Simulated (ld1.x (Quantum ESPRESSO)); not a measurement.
**hafnium (Hf): one change to a TM potential, before and after**

- Element: hafnium
- Generator: ld1.x (Quantum ESPRESSO) 7.5
- Type: norm-conserving Troullier–Martins (Kleinman–Bylander form)
- Functional: PBE
- Relativity: scalar-relativistic
- Frozen core: [Kr] 4d10 4f14 5s2
- Valence charge: 10
- Reference configuration: 5p6 5d2 6s2 6p0
- Partial waves: 6s (bound): rc 2.55 bohr; 5p (bound): rc 1.85 bohr; 5d (bound): rc 2.30 bohr
- Local potential: the d channel
- Core correction: none

Change: wave 5d (bound): rc 2.30 bohr becomes 5d (bound): rc 2.92 bohr.

Cutoffs: the cutoffs (Ry, on a coarse ladder) from which the occupation-weighted sum of valence levels, in a spherical-Bessel basis at the reference potential, stays within 10 and 1 mRy of its value at 400 Ry; they do not see the model core or the augmentation charge, which bear on the density cutoff. Errors are all-electron minus pseudo energies relative to the spin-unpolarised reference configuration.

Question: How do hardness, ghosts and transferability respond?

Answer: The potential gets neither clearly harder nor softer (35 Ry and 45 Ry → 35 Ry and 45 Ry); the bound ghosts move from p, s to s; the number of tests that count goes from 7 to 6; of the 6 tests that both files solve, the error grows in 2 and shrinks in 3 by more than 15 % and 0.3 meV (median size 13.4 → 9.6 meV).

| quantity | base | changed |
| --- | --- | --- |
| cutoff, loose | 35 Ry | 35 Ry |
| cutoff, tight | 45 Ry | 45 Ry |
| loose cutoff by channel (10 mRy a level) | s 6 Ry, p 18 Ry, d 18 Ry | s 8 Ry, p 18 Ry, d 18 Ry |
| bound ghosts | s, p | s |
| tests counted (converged, no solver errors) | 7 of 7 | 6 of 7 |
| error for 5p6 5d2 6s1 6p0, meV [ΔE 7.98 eV] | -1.9 | -2.8 |
| error for 5p6 5d2 6s0 6p0, meV [ΔE 22.16 eV] | +14 | +9.1 |
| error for 5p6 5d1 6s0 6p0, meV [ΔE 43.95 eV] | +96 | +78 |
| error for 5p6 5d3 6s1 6p0, meV [ΔE 2.59 eV] | -13 | -12 |
| error for 5p6 5d2 6s1 6p1, meV [ΔE 3.83 eV] | +1635 | +10 |
| error for 5p6 5d1 6s2 6p0, meV [ΔE 6.50 eV] | -3.6 | -9.0 |

Base: These tests converged, but a pseudo level misses the all-electron one widely, so the file describes the atom poorly there or has found another state: 5p6 5d2 6s0 6p0: empty 6p by 3.6 eV; 5p6 5d1 6s0 6p0: empty 6p by 5.8 eV (a node warning on the way); 5p6 5d2 6s1 6p1: 5d by 1.2 eV; 5p6 5d1 6s2 6p0: empty 6p by 2.1 eV; 5p5 5d2 6s2 6p0: empty 6p by 2.1 eV. ld1.x printed “convergence not achieved” for 5 of the counted tests; their residual had stalled under 1e-8, short of the target of 1e-14. Changed file: Tests not counted: 5p5 5d2 6s2 6p0 (solver errors, printed error -6.3 eV). ld1.x printed “convergence not achieved” for 4 of the counted tests; their residual had stalled under 1e-8, short of the target of 1e-14. A true bound ghost makes a file unfit for plane-wave use even where its test errors are small: the radial tests pick states by their node count and pass the ghost by. Where a test does run into it, the solver fails or the error is huge.
